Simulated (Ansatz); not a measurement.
Gas-phase electronic energies from Ansatz, PBE0-D4/def2-TZVP geometries. CBS: MP2 limit from def2 TZ/QZ plus the TZ coupled-cluster correction, frozen cores. This one scheme is used for every species. DFT in def2-TZVPP. B3LYP here is the variant with VWN-RPA as its local correlation; programs differ in this. Each species was taken in one conformer, which may not be the lowest.

Reaction (cleavage of the Si–Si bond): `F[SiH2][SiH2]Cl` + `C=CNC` → `C=CN(C)[SiH2]Cl` + `F[SiH3]`

```
             level  ΔE (kcal/mol)  difference from CCSD(T)/CBS
            PBE-D4          -14.9                          5.9
         r2SCAN-D4          -18.2                          2.6
           PBE0-D4          -16.4                          4.4
          B3LYP-D4          -19.1                          1.7
           ωB97X-V          -18.8                          2.0
           ωB97M-V          -20.6                          0.2
            B2PLYP          -19.8                          1.0
               PBE          -13.5                          7.3
            r2SCAN          -17.7                          3.1
              PBE0          -15.1                          5.7
             B3LYP          -16.9                          3.9
     HF/def2-TZVPP          -20.0                          0.8
    MP2/def2-TZVPP          -24.2                         -3.4
SCS-MP2/def2-TZVPP          -23.4                         -2.6
   CCSD/def2-TZVPP          -21.0                         -0.2
CCSD(T)/def2-TZVPP          -21.4                         -0.6
     HF/def2-QZVPP          -20.2                          0.6
    MP2/def2-QZVPP          -23.9                         -3.1
SCS-MP2/def2-QZVPP          -23.1                         -2.3
      HF/CBS(def2)          -20.3                          0.5
     MP2/CBS(def2)          -23.6                         -2.8
    CCSD/CBS(def2)          -20.5                          0.3
       CCSD(T)/CBS          -20.8                            0
```

Largest T1 diagnostic among the species: 0.011.

The D4 term adds −2.2 kcal/mol with B3LYP and −1.3 kcal/mol with PBE0; it sums over pairs of atoms, weighted by their polarisabilities, and B3LYP, whose exchange is more repulsive, gets the larger term. In def2-TZVPP, CCSD(T) changes the Hartree–Fock value by −1.4 kcal/mol (the triples alone add −0.4 kcal/mol) and MP2 by −4.2 kcal/mol.
